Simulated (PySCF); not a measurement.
A structure optimised at PBE0-D3(BJ)/def2-SVP, used in a PySCF frequency run:

```xyz
12

C      1.9555    -0.4596     0.7322
Sn     0.0075     0.0079     0.0211
N     -1.4741    -0.7565     1.1694
N     -0.3629     1.9887    -0.1780
F     -0.1107    -0.7487    -1.7837
H      1.8868    -0.8992     1.7365
H      2.5483     0.4637     0.7791
H      2.4307    -1.1728     0.0459
H     -1.2801    -1.6973     1.5067
H     -2.3776    -0.7800     0.7002
H     -0.1222     2.3475    -1.1003
H     -1.3409     2.2142    -0.0050
```

Task: Write its SMILES and formula.

Result: [CH3][Sn]([NH2])([NH2])[F], CH₇FN₂Sn

Task: What are its rotational constants (standard atomic weights)?

Result: 2.7454, 2.5882, 2.4988 GHz
